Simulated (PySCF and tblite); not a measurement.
Results of a calculation; reference values are marked as such.
System: C₃H₈B₂FN, numbered as in [CH2:1]=[C:2]([CH3:3])[BH:4][NH:5][BH:6][F:7].

Level: PBE0/pcSseg-1 + D3(BJ) on GFN2-xTB stationary points, with GFN2-xTB thermal terms. Rate constants are transition-state-theory values, counting equivalent paths, without tunnelling. Programs: tblite and PySCF.

(1) What barrier does the rotation about the B4–C2 bond (torsion N5–B4–C2–C1 from -47° to 47°, rising) meet, and how fast is it at 298 K?

Answers

(1) The electronic barrier is 2.3 kcal/mol and ΔG‡(298 K) 2.9 kcal/mol, over a Cs saddle with an imaginary mode of 95i cm⁻¹ (GFN2-xTB). With 1 equivalent path, k is 4.8×10¹⁰ s⁻¹, a mean lifetime of the start of 21 ps against this motion.
